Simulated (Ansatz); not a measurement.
Compare A (`C[Si](C)([SiH3])Cl`) with its isomer B (`C[SiH](C)[SiH2]Cl`).

Program: Ansatz. Geometries: PBE0-D4/def2-TZVP. ΔE: electronic, gas phase. CCSD(T)/CBS adds triple-zeta CCSD(T) − MP2 to the extrapolated MP2 energy (def2 sets, frozen cores). Functionals use def2-TZVPP. B3LYP here is the variant with VWN-RPA as its local correlation; programs differ in this. Each species was taken in one conformer, which may not be the lowest.

(1) Which isomer does CCSD(T)/CBS put lower? Give the gap. (Best estimate.)

(2) Give E(B) − E(A) in kJ/mol with r2SCAN-D4, PBE-D4, MP2/def2-TZVPP, ωB97M-V, CCSD(T)/def2-TZVPP, B3LYP, CCSD/def2-TZVPP. (An estimate is asked.)

Largest T1 diagnostic: 0.010.

Results:

(1) Computed: A, by 14.4 kJ/mol.

(2) Ansatz gave: r2SCAN-D4 15.5, PBE-D4 14.6, MP2/def2-TZVPP 15.6, ωB97M-V 14.8, CCSD(T)/def2-TZVPP 15.0, B3LYP 12.7, CCSD/def2-TZVPP 14.3. None reverses the order clearly.

In def2-TZVPP, CCSD(T) changes the Hartree–Fock value by +3.1 kJ/mol (the triples alone add +0.7 kJ/mol) and MP2 by +3.6 kJ/mol.
